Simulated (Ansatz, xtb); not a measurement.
## Ranking isomers of C2H3Cl3Si

4 gas-phase structures of C2H3Cl3Si, from a drawn sample of its isomers (lower ones may exist). Each was relaxed with GFN2-xTB; where two conformers were screened, the lower at r2SCAN-D4/def2-SVP is listed:

A. `Cl/C=C\[SiH](Cl)Cl`, a singlet
B. `C=C[Si](Cl)(Cl)Cl`, a singlet
C. `Cl/C=C/[SiH](Cl)Cl`, a singlet
D. `C=C(Cl)[SiH](Cl)Cl`, a singlet

Problem. Estimate their order in r2SCAN-D4/def2-SVP energy at these geometries, lowest first.

Solution. Calculated order at r2SCAN-D4/def2-SVP: B (0.0), C (141.9), A (143.9), D (150.2) kJ/mol. Less than 1 kcal/mol parts C and A, so the order within that pair means little.

Energies above the lowest of each column, in kJ/mol; the last columns are at PBE0-D4/def2-SVP geometries and were run for some of them only (a dash: not run or not comparable):

```tsv
structure	GFN2-xTB	HF/STO-3G	r2SCAN-D4/def2-SVP	PBE0-D4/def2-SVP	CCSD(T)/def2-SVP + ΔMP2/def2-TZVPP
B	0.0	0.0	0.0	0.0	0.0
C	64.4	131.0	141.9	148.9	149.1
A	63.5	131.8	143.9	151.5	155.0
D	70.5	143.4	150.2	–	–
```

Every level run on B puts it lowest or level with the lowest. Flexible structures stand in one conformer each, not always the lowest. A keeps a small imaginary mode. Frequencies (GFN2-xTB) were run for A, B, C alone. ΔMP2 is the change of the MP2 energy from the smaller to the larger basis.

Over these structures GFN2-xTB departs from r2SCAN-D4/def2-SVP by 29.7 kJ/mol on average once a common shift is removed. A GFN2-xTB relaxation took about 0.095 s and the r2SCAN-D4/def2-SVP energy about 2.7 s on a shared host (Ansatz 0.2.0, xtb 6.7.1).
